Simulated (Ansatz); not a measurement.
Correlation energies of CH₅NSn, SMILES `N=[CH][SnH3]` by basis set

```xyz
8

N     1.113   -0.885   -1.149
C     0.366   -0.869   -0.129
Sn   -0.606    0.981    0.410
H     1.519   -1.812   -1.307
H     0.193   -1.761    0.493
H    -0.180    2.169   -0.728
H    -0.109    1.438    1.979
H    -2.297    0.740    0.432
```

Charge 0, multiplicity 1. Correlated methods include outer-core shells of Sn, which these sets cover unevenly. Sn takes the def2 core potential. The structure was optimised at the PBE0-D4/def2-TZVP level. It is one conformer, not always the lowest. Frozen core, restricted reference, Ansatz 0.2.0.

```tsv
basis	HF (Eh)	MP2 corr.	CCSD corr.	(T)	CCSD(T) total
def2-SVP	-308.43236	-0.41538	-0.45582	-0.01526	-308.90344
def2-TZVPP	?	?	-0.72368	?	?
def2-QZVPP	-308.56068	?	–	–	–
```

Fill in the withheld values. (An estimate is asked.)

Computed: def2-TZVPP HF (Eh): -308.55447; def2-TZVPP MP2 corr.: -0.70109; def2-TZVPP (T): -0.02699; def2-TZVPP CCSD(T) total: -309.30514; def2-QZVPP MP2 corr.: -0.93700.
